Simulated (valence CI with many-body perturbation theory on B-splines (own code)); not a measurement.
# Level structure of Xe13+

Computed by configuration interaction combined with many-body perturbation theory (CI+MBPT): five valence electrons over a frozen Dirac-Fock core [Kr], radial functions for each j: 7 s, 7 p, 8 d, 6 f, 4 g, 1 h, with the one-electron correlation potential Σ1, the two-electron term Σ2, the three-electron term Σ3, Breit, model QED; selected CI, second order for the rest, scaled by the run's own slope (own B-spline code, finite nucleus).

No measured spectrum was set against this ion. As an estimate, terms of the open shell hold to 2 to 4 % of their energy, and close levels can change places. Among the levels kept, up to 1100 cm⁻¹ of a level comes from second order outside the variational space, and about a tenth of that is noise between levels of different J, which matters for small intervals. Excitations out of the core, of the other parity, are not computed and may begin above about 62.5 eV (a cautious bound); beyond it only levels of the ground parity were kept, without lifetimes.

Levels 46 to 83 of 83, with energies above the lowest level, (4d3/2^3 4d5/2^2) J=5/2 [a]. "Leading %" is the weight of the configuration and term that name the level; weights of strongly mixed levels are sums over their largest components and can fall short. In the jj column 3d3/2^4 stands for four electrons in 3d with j = 3/2.

```tsv
No.	Configuration	Term	J	E (cm⁻¹)	Leading %	Second component	Leading jj
46	4d⁴5s	⁴D	7/2	812000	37	22 % 4d⁴5s ⁴H	4d3/2^3 4d5/2 5s (74 %)
47	4d⁴5s	⁴P	1/2	817000	54	16 % 4d⁴5s ⁶D	4d3/2^2 4d5/2^2 5s (64 %)
48	4d⁴5s	⁴H	9/2	818560	44	19 % 4d⁴5s ⁴G	4d3/2^3 4d5/2 5s (52 %)
49	4d⁴5s	⁴H	7/2	819870	45	39 % 4d⁴5s ⁴D	4d3/2^2 4d5/2^2 5s (75 %)
50	4d⁴5s	⁴G	5/2	825130	59	23 % 4d⁴5s ⁴F	4d3/2^2 4d5/2^2 5s (57 %)
51	4d⁴5s	⁴H	11/2	826400	72	22 % 4d⁴5s ⁴G	4d3/2^2 4d5/2^2 5s (95 %)
52	4d⁴5s	⁴G	7/2	827400	37	23 % 4d⁴5s ⁴F	4d3/2^2 4d5/2^2 5s (47 %)
53	4d⁴5s	⁴F	3/2	828040	75	13 % 4d⁴5s ²D	4d3/2^2 4d5/2^2 5s (60 %)
54	4d⁴5s	⁴P	3/2	829330	73	15 % 4d⁴5s ⁴D	4d3/2^2 4d5/2^2 5s (65 %)
55	4d⁴5s	⁴H	13/2	830430	79	20 % 4d⁴5s ²I	4d3/2^2 4d5/2^2 5s (82 %)
56	4d⁴5s	⁴F	5/2	831170	26	24 % 4d⁴5s ²F	4d3/2^2 4d5/2^2 5s (47 %)
57	4d⁴5s	⁴H	9/2	831600	35	30 % 4d⁴5s ²H	4d3/2^2 4d5/2^2 5s (74 %)
58	4d⁴5s	²P	1/2	835010	53	33 % 4d⁴5s ⁴D	4d3/2^2 4d5/2^2 5s (76 %)
59	4d⁴5s	⁴G	9/2	837360	52	17 % 4d⁴5s ²H	4d3/2^2 4d5/2^2 5s (74 %)
60	4d⁴5s	²H	11/2	837580	52	31 % 4d⁴5s ²I	4d3/2^2 4d5/2^2 5s (92 %)
61	4d⁴5s	⁴D	5/2	838440	39	36 % 4d⁴5s ⁴P	4d3/2^2 4d5/2^2 5s (75 %)
62	4d⁴5s	²G	7/2	840090	42	33 % 4d⁴5s ⁴G	4d3/2^2 4d5/2^2 5s (73 %)
63	4d⁴5s	⁴D	7/2	841320	46	33 % 4d⁴5s ⁴F	4d3/2^2 4d5/2^2 5s (44 %)
64	4d⁴5s	⁴F	9/2	841360	43	21 % 4d⁴5s ²H	4d3/2^2 4d5/2^2 5s (62 %)
65	4d⁴5s	⁴D	3/2	843950	42	27 % 4d⁴5s ²P	4d3/2^2 4d5/2^2 5s (65 %)
66	4d⁴5s	⁴D	7/2	844860	35	19 % 4d⁴5s ²F	4d3/2 4d5/2^3 5s (50 %)
67	4d⁴5s	²F	5/2	846590	37	20 % 4d⁴5s ⁴F	4d3/2^2 4d5/2^2 5s (51 %)
68	4d⁴5s	⁴G	11/2	849290	66	18 % 4d⁴5s ⁴H	4d3/2 4d5/2^3 5s (94 %)
69	4d⁴5s	²G	7/2	849700	40	26 % 4d⁴5s ²F	4d3/2 4d5/2^3 5s (62 %)
70	4d⁴5s	²D	5/2	851350	29	21 % 4d⁴5s ²F	4d3/2 4d5/2^3 5s (64 %)
71	4d⁴5s	⁴D	1/2	854280	77	14 % 4d⁴5s ²P	4d3/2 4d5/2^3 5s (84 %)
72	4d⁴5s	²D	5/2	854540	35	27 % 4d⁴5s ⁴P	4d3/2 4d5/2^3 5s (46 %)
73	4d⁴5s	²I	13/2	855150	79	20 % 4d⁴5s ⁴H	4d3/2 4d5/2^3 5s (82 %)
74	4d⁴5s	²D	3/2	855690	31	29 % 4d⁴5s ²P	4d3/2 4d5/2^3 5s (54 %)
75	4d⁴5s	²G	9/2	856700	71	11 % 4d⁴5s ⁴G	4d3/2 4d5/2^3 5s (86 %)
76	4d⁴5s	²I	11/2	858220	60	35 % 4d⁴5s ²H	4d3/2 4d5/2^3 5s (93 %)
77	4d⁴5s	²D	3/2	859400	63	13 % 4d⁴5s ⁴D	4d3/2 4d5/2^3 5s (58 %)
78	4d⁴5s	²G	9/2	865470	52	34 % 4d⁴5s ⁴F	4d3/2^2 4d5/2^2 5s (45 %)
79	4d⁴5s	⁴P	5/2	868000	42	20 % 4d⁴5s ²D	4d3/2^2 4d5/2^2 5s (67 %)
80	4d⁴5s	²G	7/2	868260	48	33 % 4d⁴5s ²F	4d3/2^2 4d5/2^2 5s (46 %)
81	4d⁴5s	²S	1/2	868720	73	15 % 4d⁴5s ⁴P	4d3/2 4d5/2^3 5s (80 %)
82	4d⁴5s	²P	3/2	871290	31	29 % 4d⁴5s ⁴F	4d3/2^2 4d5/2^2 5s (50 %)
83	4d⁴5s	²F	7/2	872570	62	15 % 4d⁴5s ⁴D	4d3/2 4d5/2^3 5s (75 %)
```

Where two levels of one J and parity lie close, their mixing, g and order are uncertain.
